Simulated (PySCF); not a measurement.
From one molecule to another.

First species: C₄H₇NS₂Si.
SMILES with atom numbers: `[N:1]#[C:2][SiH:3]1[S:4][CH2:5][CH2:6][CH2:7][S:8]1` (hydrogens: H9 on Si3; H10, H11 on C5; H12, H13 on C6; H14, H15 on C7)

Second species: C4H7NS2Si.
SMILES with atom numbers: `[SiH3:1][CH2:2][S:3][c:4]1[cH:5][cH:6][s:7][n:8]1` (hydrogens: H9, H10, H11 on Si1; H12, H13 on C2; H14 on C5; H15 on C6)

Levels: wB97X-D/def2-SVPD for HOMO energy, LUMO energy, HOMO–LUMO gap and static isotropic polarisability; TDDFT wB97X-D/def2-SVPD for lowest singlet excitation; TDA wB97X-D/def2-SVPD for lowest triplet excitation (Tamm–Dancoff). Geometries: GFN2-xTB. Each species is one conformer at its optimised geometry, gas phase, non-relativistic unless stated. Electronic properties by PySCF.

Dipoles, sizes and rotational constants follow the conformer. The torsions of the flexible species, by atom-mapped SMILES:
- `[SiH3:1][CH2:2][S:3][c:4]1[cH:5][cH:6][s:7][n:8]1`: Si1–C2–S3–C4 180°, C2–S3–C4–C5 180°

The conformers of `N#C[SiH]1SCCCS1` aren't listed.

Values for the first species:

| Item | Value |
| --- | --- |
| HOMO energy | -9.04 eV |
| LUMO energy | 0.67 eV |
| HOMO–LUMO gap | 9.71 eV |
| Lowest singlet excitation | 5.24 eV |
| Lowest triplet excitation (Tamm–Dancoff) | 4.96 eV |
| Static isotropic polarisability | 110.2 au |

(1) Estimate the same properties for the second species, and the change in each.

Answers

(1) 
```tsv
property	first	second	second less first
HOMO energy	-9.04 eV	-8.16 eV	+0.88 eV
LUMO energy	0.67 eV	0.72 eV	+0.05 eV
HOMO–LUMO gap	9.71 eV	8.88 eV	-0.83 eV
lowest singlet excitation	5.24 eV	4.99 eV	-0.25 eV
lowest triplet excitation (Tamm–Dancoff)	4.96 eV	3.77 eV	-1.19 eV
static isotropic polarisability	110.2 au	120.0 au	+9.8 au
```

On the first: No computed singlet falls in the visible range (750 to 380 nm, 1.65 to 3.26 eV); S1 lies 1.98 eV above its blue end. The polarisability is 16.32 Å³ as a volume (1 au = 0.148185 Å³), or 1.31 au for each of the 84 electrons.

On the second: The polarisability is 17.78 Å³ as a volume (1 au = 0.148185 Å³), or 1.43 au for each of the 84 electrons. The vertical singlet–triplet gap S1 − T1 is 1.22 eV (TDDFT singlet less Tamm–Dancoff triplet; S1: HOMO→LUMO, weight 0.95; T1: HOMO→LUMO, weight 0.86).
